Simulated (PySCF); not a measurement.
**Atomic charges by several schemes**

Compound: C9H12.
Z-matrix (Å and degrees, GFN2-xTB geometry), rows numbered from 1:
```
C 
C   1  1.3194
C   2  1.4991  1  124.78
C   3  1.5074  2  110.35  1   120.75
C   4  1.3237  3  122.44  2   107.90
C   5  1.4966  4  124.40  3  -179.16
C   6  1.4955  5  112.59  4    -1.20
C   7  1.3205  6  123.48  5     1.58
C   8  1.4954  7  123.81  6    -0.06
H   1  1.0771  2  122.01  3  -179.79
H   1  1.0783  2  121.84  3     0.77
H   2  1.0825  1  120.45  3   179.01
H   3  1.0929  2  109.62  1    -0.47
H   3  1.0932  2  108.91  1  -119.16
H   5  1.0830  4  120.20  3     1.10
H   6  1.0980  5  109.50  4   120.88
H   6  1.0977  5  109.48  4  -123.26
H   7  1.0820  6  115.81  5  -178.44
H   8  1.0820  7  120.55  6  -179.95
H   9  1.0976  4  109.16  3    58.49
H   9  1.0974  4  109.40  3   -57.12
```

Density: PBE0/pcSseg-1 (PySCF); schemes: Mulliken, IAO, Hirshfeld and ESP-fitted. Isolated species at its GFN2-xTB geometry (one conformer only).

**Question.** Atoms with like bonding are taken together and averaged. At which atom do the 4 schemes differ most?

**Answer.** At C9: from -0.274 (IAO) to +0.206 e (ESP-fitted), 0.480 e apart.

**Question.** For which atoms does the sign change between the 4 schemes (beyond +0.03 e in one, beyond −0.03 e in another)?

**Answer.** C2, C4 and C9. Atomic charges aren't observables, and each scheme defines them in its own way.

**Question.** Do the Mulliken, IAO, Hirshfeld and ESP-fitted schemes agree on where the charge is lowest?

**Answer.** The schemes don't all agree: Mulliken C4 (-0.389); IAO C1 (-0.328); Hirshfeld C1 (-0.107); ESP-fitted C1 (-0.582).

**Question.** Give the atomic charges in each scheme.

**Answer.** In e; atoms taken as equivalent share a row and are averaged (×n: the atom named and its like, n in all):

```
   atom                      environment  Mulliken     IAO  Hirshfeld  ESP-fitted
     C1             terminal =CH2 carbon    -0.144  -0.328     -0.107      -0.582
     C2                 alkene CH carbon    -0.225  -0.125     -0.033      +0.130
     C3                   allylic carbon    -0.066  -0.264     -0.069      -0.503
     C4  fully substituted alkene carbon    -0.389  +0.009     +0.005      +0.045
     C5                 alkene CH carbon    -0.113  -0.170     -0.057      -0.216
     C6                   allylic carbon    -0.090  -0.271     -0.071      -0.007
     C7                 alkene CH carbon    -0.169  -0.157     -0.053      -0.134
     C8                 alkene CH carbon    -0.162  -0.154     -0.052      -0.342
     C9                   allylic carbon    -0.019  -0.274     -0.073      +0.206
    H10                 vinylic hydrogen    +0.115  +0.150     +0.044      +0.200
    H11                 vinylic hydrogen    +0.106  +0.142     +0.043      +0.217
    H12                 vinylic hydrogen    +0.101  +0.144     +0.043      +0.093
H13/H14               methylene hydrogen    +0.120  +0.142     +0.044      +0.175
    H15                 vinylic hydrogen    +0.068  +0.135     +0.040      +0.119
H16/H17               methylene hydrogen    +0.142  +0.148     +0.044      +0.061
    H18                 vinylic hydrogen    +0.088  +0.143     +0.043      +0.109
    H19                 vinylic hydrogen    +0.086  +0.143     +0.043      +0.143
H20/H21               methylene hydrogen    +0.145  +0.148     +0.040      +0.025
```

Mean size of the charges over all atoms: ESP-fitted 0.170 e, IAO 0.166 e, Mulliken 0.131 e, Hirshfeld 0.049 e. Each set sums to the total charge, 0, to within 0.001 e. The IAO scheme projects the occupied orbitals on a minimal set of polarised atomic orbitals and counts the electrons in each atom's part of it. The ESP scheme is a least-squares fit of atom-centred charges to the potential on four shells outside the van der Waals surface, with the total charge fixed.

**Question.** How closely do the schemes follow one another over all atoms?

**Answer.** Correlation coefficient and root-mean-square difference: IAO with Hirshfeld 1.00, 0.126 e; Hirshfeld with ESP-fitted 0.71, 0.189 e; Mulliken with Hirshfeld 0.70, 0.119 e; Mulliken with IAO 0.70, 0.131 e; IAO with ESP-fitted 0.68, 0.167 e; Mulliken with ESP-fitted 0.46, 0.204 e.

**Question.** Sum the charges by element.

**Answer.** 
```
element  atoms  Mulliken     IAO  Hirshfeld  ESP-fitted
      C      9    -1.377  -1.734     -0.510      -1.403
      H     12    +1.377  +1.734     +0.511      +1.403
```

**Question.** How many electrons does the ESP-fitted scheme count on C8?

**Answer.** Z − q = 6 − (-0.342) = 6.342.
